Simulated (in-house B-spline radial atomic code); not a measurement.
# B97-1 excitations of Hf4+

Method: B97-1. Computed with an all-electron radial atomic-structure program (B-spline basis): linear response of the closed shell [Xe] 4f14 with the functional's adiabatic kernel; scalar-relativistic (spin-free one-electron X2C), finite nucleus, no spin-orbit coupling, no double excitations, S, P, D and F terms only; shells from n = 3 respond. Only terms of natural parity with L up to 3 were computed.

Spin-orbit coupling is strong here, so these LS terms don't match observed levels.

Command:
```bash
python run_td.py task.json out
```
Settings (radii: box in bohr, nucleus in fm):
```
Z                        72
electrons                68
configuration            [Xe] 4f14
hamiltonian              x2c
method                   b97_1
box_radius               19.1
rms_radius               5.347
intervals                71
```

Cost of the run: 9.2 s on 1 thread of Arm Neoverse N1, on a shared host.

The lowest states, in the order of their Tamm-Dancoff energies; the method's threshold (minus the highest occupied level) is 61.07 eV. Labels give the largest channel, * marks a mixed state, and oscillator strengths are full-response dipole values. Semilocal kernels can invert the small singlet-triplet splittings of Rydberg terms. Energies in eV:

```
     state  full response  Tamm-Dancoff  oscillator strength
4f → 5d 3P         19.350        19.404                    -
4f → 5d 3F         19.909        19.934                    -
4f → 5d 1F         20.496        20.503                    -
4f → 5d 1P         21.728        22.019                0.177
4f → 6s 3F              ?             ?                    -
4f → 6s 1F         24.636        24.639                    -
4f → 6p 3D              ?             ?                    -
4f → 6p 1D          32.68         32.69                    -
5p → 5d 3P          35.64         35.72                    -
5p → 5d 3F          36.07         36.15                    -
```

Problem. Where does 4f → 6s 3F lie?

Solution. At 24.501 eV in full response, 24.505 eV in Tamm-Dancoff.

Problem. Where does 4f → 6p 3D lie?

Solution. At 32.39 eV in full response, 32.39 eV in Tamm-Dancoff.

Problem. How large is the singlet-triplet splitting of 4f → 5d (F terms) in Tamm-Dancoff?

Solution. 0.569 eV, from the unrounded values.

Problem. What polarisabilities and dispersion coefficient does the method give?

Solution. Dipole 3.236 bohr³, quadrupole 5.14 bohr⁵, C6 14.77 hartree·bohr⁶ for two such species.
